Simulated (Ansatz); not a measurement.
A run of Ansatz (development build ahead of 0.2.0) on quartet ZnBS at this shape:

```tsv
atom	x (Å)	y (Å)	z (Å)
Zn	0.0000	0.0000	0.0000
B	0.0000	1.5525	1.0870
S	0.0000	-1.7107	1.1979
```

Its results:

```json
{
  "Converged": "yes",
  "Total energy": "-2201.81870 hartree",
  "Spin squared of the determinant": "3.761",
  "Stability test": "minimum"
}
```

Problem. Which input gives this output? Name the method, the orbitals and the basis set, and write the input.

Solution. PBE (unrestricted) in pcseg-2.

```yaml
crystal:
  periodic: [false, false, false]
  atoms:
    - { symbol: Zn, position_ang: [0.0, 0.0, 0.0] }
    - { symbol: B, position_ang: [0.0, 1.5525, 1.087] }
    - { symbol: S, position_ang: [0.0, -1.7107, 1.1979] }
basis:
  gaussian: { orbitals: pcseg-2 }
magnetization:
  spin_polarized: true
  initial_magnetization: 3
hamiltonian:
  xc: pbe
```

Caution: other spin multiplicities may lie lower.
